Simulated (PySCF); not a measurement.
HSe, charge -1, multiplicity 1.

```xyz
2

Se     0.0000     0.0000    -0.0421
H      0.0000     0.0000     1.4313
```
Charge -1, spin multiplicity 1.

The structure is a stationary point at PBE0-D3(BJ)/def2-TZVPD. The spin state was assumed, not searched.

Calculation: KT2/pcSseg-2 run with PySCF. Non-relativistic, no solvent.

Computed absolute GIAO shielding of each atom: isotropic value and principal components (ppm):
```csv
atom,σ(iso),σ11,σ22,σ33,span
Se1,2520.2,2274.0,2274.0,3012.7,738.7
H2,35.8,28.3,28.3,50.7,22.4
```
